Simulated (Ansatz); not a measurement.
## Molecular dynamics of ClF3H3O2W

The input (input.yaml):

```yaml
crystal:
  periodic: [false, false, false]
  atoms:
    - { symbol: W, position_ang: [0.27095, 0.014882, -0.756428] }
    - { symbol: H, position_ang: [-1.449442, -0.812078, 3.585134] }
    - { symbol: F, position_ang: [2.157614, -0.25481, -0.90522] }
    - { symbol: O, position_ang: [0.543432, 1.762551, -0.087252] }
    - { symbol: H, position_ang: [-0.312296, 2.25595, -0.060512] }
    - { symbol: F, position_ang: [-1.545944, 0.649679, -0.943309] }
    - { symbol: O, position_ang: [-0.043033, -1.272271, 0.53287] }
    - { symbol: H, position_ang: [0.051835, -1.247713, 1.518543] }
    - { symbol: F, position_ang: [0.224941, -0.274182, -2.615499] }
    - { symbol: Cl, position_ang: [-0.15076, -0.82201, 3.653976] }
magnetization:
  spin_polarized: true
  initial_magnetization: 1
basis:
  gaussian: { orbitals: def2-SVP }
hamiltonian:
  xc: pbe
md:
  timestep: 0.5
  n_steps: 200
  ensemble: nve
  temperature: 300.0
  initial_velocities: maxwell_boltzmann
  seed: 3504
```

Command:

```bash
$ ansatz run input.yaml --threads 4 --pin off --max-ram 5120MiB --backend cpu --events-out ev --progress --plain --runs-dir out
```

It starts at the highest image of a converged band. Of that band: A vibrational analysis at the climbing image gives no mode beyond 40i cm⁻¹: the surface is too flat there to confirm a saddle point.

Output, in part (one step line in 4, the closing report, with atoms numbered from 0):

```
md step     0: t =     0.00 fs  T =   300.0 K  F+E_penalty+E_count = -26618.59536434 eV  E_kin = 0.310224 eV  conserved = -26618.28514034 eV  (86 SCF iters)
md step     4: t =     2.00 fs  T =   224.5 K  F+E_penalty+E_count = -26618.51576010 eV  E_kin = 0.232115 eV  conserved = -26618.28364534 eV  (37 SCF iters)
md step     8: t =     4.00 fs  T =   231.3 K  F+E_penalty+E_count = -26618.52346338 eV  E_kin = 0.239224 eV  conserved = -26618.28423972 eV  (36 SCF iters)
md step    12: t =     6.00 fs  T =   231.3 K  F+E_penalty+E_count = -26618.52396530 eV  E_kin = 0.239177 eV  conserved = -26618.28478789 eV  (37 SCF iters)
md step    16: t =     8.00 fs  T =   149.7 K  F+E_penalty+E_count = -26618.43824639 eV  E_kin = 0.154763 eV  conserved = -26618.28348308 eV  (36 SCF iters)
md step    20: t =    10.00 fs  T =   167.3 K  F+E_penalty+E_count = -26618.45758944 eV  E_kin = 0.173001 eV  conserved = -26618.28458870 eV  (38 SCF iters)
md step    24: t =    12.00 fs  T =   132.4 K  F+E_penalty+E_count = -26618.42091887 eV  E_kin = 0.136949 eV  conserved = -26618.28397000 eV  (38 SCF iters)
md step    28: t =    14.00 fs  T =   132.1 K  F+E_penalty+E_count = -26618.42075678 eV  E_kin = 0.136574 eV  conserved = -26618.28418240 eV  (37 SCF iters)
md step    32: t =    16.00 fs  T =   139.7 K  F+E_penalty+E_count = -26618.42864092 eV  E_kin = 0.144476 eV  conserved = -26618.28416539 eV  (39 SCF iters)
md step    36: t =    18.00 fs  T =   161.9 K  F+E_penalty+E_count = -26618.45193671 eV  E_kin = 0.167457 eV  conserved = -26618.28448020 eV  (39 SCF iters)
md step    40: t =    20.00 fs  T =   149.8 K  F+E_penalty+E_count = -26618.43899302 eV  E_kin = 0.154941 eV  conserved = -26618.28405202 eV  (40 SCF iters)
md step    44: t =    22.00 fs  T =   158.2 K  F+E_penalty+E_count = -26618.44748472 eV  E_kin = 0.163640 eV  conserved = -26618.28384490 eV  (93 SCF iters)
md step    48: t =    24.00 fs  T =   205.6 K  F+E_penalty+E_count = -26618.49765927 eV  E_kin = 0.212616 eV  conserved = -26618.28504316 eV  (38 SCF iters)
md step    52: t =    26.00 fs  T =   141.6 K  F+E_penalty+E_count = -26618.42969112 eV  E_kin = 0.146461 eV  conserved = -26618.28323006 eV  (39 SCF iters)
md step    56: t =    28.00 fs  T =   200.9 K  F+E_penalty+E_count = -26618.49273204 eV  E_kin = 0.207700 eV  conserved = -26618.28503183 eV  (39 SCF iters)
md step    60: t =    30.00 fs  T =   155.1 K  F+E_penalty+E_count = -26618.44437274 eV  E_kin = 0.160384 eV  conserved = -26618.28398857 eV  (38 SCF iters)
md step    64: t =    32.00 fs  T =   128.1 K  F+E_penalty+E_count = -26618.41613215 eV  E_kin = 0.132416 eV  conserved = -26618.28371599 eV  (38 SCF iters)
md step    68: t =    34.00 fs  T =   173.4 K  F+E_penalty+E_count = -26618.46419415 eV  E_kin = 0.179325 eV  conserved = -26618.28486892 eV  (39 SCF iters)
md step    72: t =    36.00 fs  T =   127.5 K  F+E_penalty+E_count = -26618.41551772 eV  E_kin = 0.131803 eV  conserved = -26618.28371489 eV  (38 SCF iters)
md step    76: t =    38.00 fs  T =   139.5 K  F+E_penalty+E_count = -26618.42871582 eV  E_kin = 0.144275 eV  conserved = -26618.28444105 eV  (39 SCF iters)
md step    80: t =    40.00 fs  T =   129.1 K  F+E_penalty+E_count = -26618.41760770 eV  E_kin = 0.133508 eV  conserved = -26618.28409979 eV  (38 SCF iters)
md step    84: t =    42.00 fs  T =   127.9 K  F+E_penalty+E_count = -26618.41642843 eV  E_kin = 0.132248 eV  conserved = -26618.28418091 eV  (39 SCF iters)
md step    88: t =    44.00 fs  T =   120.8 K  F+E_penalty+E_count = -26618.40904840 eV  E_kin = 0.124894 eV  conserved = -26618.28415456 eV  (37 SCF iters)
md step    92: t =    46.00 fs  T =   137.9 K  F+E_penalty+E_count = -26618.42679876 eV  E_kin = 0.142596 eV  conserved = -26618.28420277 eV  (38 SCF iters)
md step    96: t =    48.00 fs  T =   144.0 K  F+E_penalty+E_count = -26618.43342838 eV  E_kin = 0.148898 eV  conserved = -26618.28453076 eV  (38 SCF iters)
md step   100: t =    50.00 fs  T =   109.1 K  F+E_penalty+E_count = -26618.39633916 eV  E_kin = 0.112808 eV  conserved = -26618.28353143 eV  (37 SCF iters)
md step   104: t =    52.00 fs  T =   175.2 K  F+E_penalty+E_count = -26618.46613931 eV  E_kin = 0.181195 eV  conserved = -26618.28494480 eV  (38 SCF iters)
md step   108: t =    54.00 fs  T =   127.0 K  F+E_penalty+E_count = -26618.41498263 eV  E_kin = 0.131321 eV  conserved = -26618.28366207 eV  (38 SCF iters)
md step   112: t =    56.00 fs  T =   155.1 K  F+E_penalty+E_count = -26618.44466028 eV  E_kin = 0.160355 eV  conserved = -26618.28430484 eV  (38 SCF iters)
md step   116: t =    58.00 fs  T =   180.6 K  F+E_penalty+E_count = -26618.47138087 eV  E_kin = 0.186774 eV  conserved = -26618.28460718 eV  (37 SCF iters)
md step   120: t =    60.00 fs  T =   136.4 K  F+E_penalty+E_count = -26618.42458846 eV  E_kin = 0.141058 eV  conserved = -26618.28353009 eV  (38 SCF iters)
md step   124: t =    62.00 fs  T =   189.2 K  F+E_penalty+E_count = -26618.48050220 eV  E_kin = 0.195615 eV  conserved = -26618.28488734 eV  (37 SCF iters)
md step   128: t =    64.00 fs  T =   160.6 K  F+E_penalty+E_count = -26618.44985911 eV  E_kin = 0.166075 eV  conserved = -26618.28378421 eV  (38 SCF iters)
md step   132: t =    66.00 fs  T =   162.5 K  F+E_penalty+E_count = -26618.45250369 eV  E_kin = 0.168008 eV  conserved = -26618.28449578 eV  (38 SCF iters)
md step   136: t =    68.00 fs  T =   144.6 K  F+E_penalty+E_count = -26618.43342766 eV  E_kin = 0.149571 eV  conserved = -26618.28385624 eV  (38 SCF iters)
md step   140: t =    70.00 fs  T =   168.0 K  F+E_penalty+E_count = -26618.45811551 eV  E_kin = 0.173678 eV  conserved = -26618.28443787 eV  (38 SCF iters)
md step   144: t =    72.00 fs  T =   149.8 K  F+E_penalty+E_count = -26618.43909106 eV  E_kin = 0.154894 eV  conserved = -26618.28419732 eV  (39 SCF iters)
md step   148: t =    74.00 fs  T =   153.5 K  F+E_penalty+E_count = -26618.44267115 eV  E_kin = 0.158684 eV  conserved = -26618.28398690 eV  (38 SCF iters)
md step   152: t =    76.00 fs  T =   184.2 K  F+E_penalty+E_count = -26618.47525547 eV  E_kin = 0.190466 eV  conserved = -26618.28478919 eV  (38 SCF iters)
md step   156: t =    78.00 fs  T =   126.3 K  F+E_penalty+E_count = -26618.41403408 eV  E_kin = 0.130639 eV  conserved = -26618.28339553 eV  (38 SCF iters)
md step   160: t =    80.00 fs  T =   189.6 K  F+E_penalty+E_count = -26618.48079976 eV  E_kin = 0.196102 eV  conserved = -26618.28469825 eV  (38 SCF iters)
md step   164: t =    82.00 fs  T =   172.7 K  F+E_penalty+E_count = -26618.46275613 eV  E_kin = 0.178574 eV  conserved = -26618.28418170 eV  (37 SCF iters)
md step   168: t =    84.00 fs  T =   158.2 K  F+E_penalty+E_count = -26618.44763293 eV  E_kin = 0.163608 eV  conserved = -26618.28402479 eV  (37 SCF iters)
md step   172: t =    86.00 fs  T =   183.7 K  F+E_penalty+E_count = -26618.47460037 eV  E_kin = 0.189974 eV  conserved = -26618.28462593 eV  (37 SCF iters)
md step   176: t =    88.00 fs  T =   140.4 K  F+E_penalty+E_count = -26618.42891776 eV  E_kin = 0.145139 eV  conserved = -26618.28377883 eV  (37 SCF iters)
md step   180: t =    90.00 fs  T =   150.4 K  F+E_penalty+E_count = -26618.43997208 eV  E_kin = 0.155525 eV  conserved = -26618.28444756 eV  (37 SCF iters)
md step   184: t =    92.00 fs  T =   140.8 K  F+E_penalty+E_count = -26618.42950521 eV  E_kin = 0.145597 eV  conserved = -26618.28390861 eV  (37 SCF iters)
md step   188: t =    94.00 fs  T =   148.0 K  F+E_penalty+E_count = -26618.43768027 eV  E_kin = 0.153008 eV  conserved = -26618.28467232 eV  (37 SCF iters)
md step   192: t =    96.00 fs  T =   104.9 K  F+E_penalty+E_count = -26618.39222611 eV  E_kin = 0.108512 eV  conserved = -26618.28371413 eV  (36 SCF iters)
md step   196: t =    98.00 fs  T =   134.4 K  F+E_penalty+E_count = -26618.42336126 eV  E_kin = 0.138961 eV  conserved = -26618.28440052 eV  (37 SCF iters)
md step   200: t =   100.00 fs  T =   125.7 K  F+E_penalty+E_count = -26618.41439250 eV  E_kin = 0.129969 eV  conserved = -26618.28442387 eV  (73 SCF iters)
Total energy: -26618.41446317 eV, -978.2086889121 hartree
Atom 0 at     0.299459     0.018337    -0.796337 Å, force    -0.943007     1.079152    -0.960923 eV/Å
Atom 1 at    -1.503179    -1.192991     3.671218 Å, force     1.085625     0.232340     0.360013 eV/Å
Atom 2 at     2.162213    -0.288522    -1.045544 Å, force     0.101490    -0.092690     0.165838 eV/Å
Atom 3 at     0.500222     1.813349    -0.259392 Å, force    -0.028950    -0.037005     0.038676 eV/Å
Atom 4 at    -0.407330     2.213029    -0.309186 Å, force     0.091121     0.075236     0.091827 eV/Å
Atom 5 at    -1.576304     0.625369    -0.906727 Å, force     0.658463    -0.200908     0.013678 eV/Å
Atom 6 at    -0.049520    -1.166031     0.564900 Å, force     0.089339    -0.593051     0.003609 eV/Å
Atom 7 at    -0.003821    -0.929151     1.504768 Å, force     0.054706    -0.063334     0.917000 eV/Å
Atom 8 at     0.179772    -0.206020    -2.653999 Å, force     0.015891    -0.183136    -0.082898 eV/Å
Atom 9 at    -0.232349    -0.913239     4.005418 Å, force    -1.124678    -0.216603    -0.546820 eV/Å
Dipole moment:    -0.429495    -0.100486     0.856305 e Å
```

All steps were run. The conserved energy stayed within 0.2 meV per atom of its start (net change 0.072 meV per atom), so the integration is sound. A run of 0.1 ps of so small a system gives no equilibrium averages.

No bond is clearly made or broken; grazing contacts change: W1–H5 2.42 → 2.36 Å. Pairs count as bonded within 1.25 times the sum of covalent radii (0.12 Å more for H–H).

Last frame:

```xyz
10
Properties=species:S:1:pos:R:3
W 0.299 0.018 -0.796
H -1.503 -1.193 3.671
F 2.162 -0.288 -1.046
O 0.500 1.813 -0.259
H -0.407 2.213 -0.309
F -1.576 0.625 -0.907
O -0.050 -1.166 0.565
H -0.004 -0.929 1.505
F 0.180 -0.206 -2.654
Cl -0.232 -0.913 4.005
```

Time of the run: 18 min on 4 threads of Arm Neoverse N1, on a shared host, peak memory 0.26 GiB.
